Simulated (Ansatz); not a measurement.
Relaxation of FGeH3O2 (7 atoms, charge 0, multiplicity 1), to a largest force component of 0.03 eV/Å in at most 50 steps.

Method: RKS PBE/def2-SVP in Ansatz 0.2.0.

```xyz
7
Properties=species:S:1:pos:R:3
Ge -0.069 0.038 0.311
H 0.500 0.120 1.727
F 1.560 -0.207 -0.142
O -0.777 1.512 -0.359
H -1.380 1.299 -1.098
O -1.098 -1.297 -0.258
H -0.707 -2.162 -0.025
```

**Question.** Where does it end, and by what steps?

**Answer.** It converged. The force dipped under the threshold on the way, but the program's further checks kept it going. After 14 steps the energy has fallen by 0.416 eV; F3 moved furthest, 0.35 Å.

```
step  energy less start (eV)  largest force component (eV/Å)  accepted
   0                  0.0000                           1.619       yes
   1                 -0.3525                           0.364       yes
   2                 -0.3921                           0.186       yes
   3                 -0.3997                           0.095       yes
   4                 -0.4081                           0.174       yes
   5                 -0.3657                           1.310        no
   6                 -0.4126                           0.055       yes
   7                 -0.4141                           0.134       yes
   8                 -0.4142                           0.154       yes
   9                 -0.3486                           1.324        no
  10                 -0.4143                           0.157       yes
  11                 -0.4142                           0.227        no
  12                 -0.4153                           0.019       yes
  13                 -0.4152                           0.101        no
  14                 -0.4156                           0.015       yes
```

```xyz
7
Properties=species:S:1:pos:R:3
Ge -0.043 0.028 0.393
H 0.266 0.288 1.875
F 1.458 -0.344 -0.449
O -0.785 1.495 -0.270
H -1.203 1.307 -1.133
O -1.101 -1.362 0.034
H -0.562 -2.109 -0.294
```

Whether the end is a true minimum wasn't checked by a vibrational analysis.

Run time: 24 s on 2 threads of Arm Neoverse V1, with other jobs on the host, peak memory 0.12 GiB.
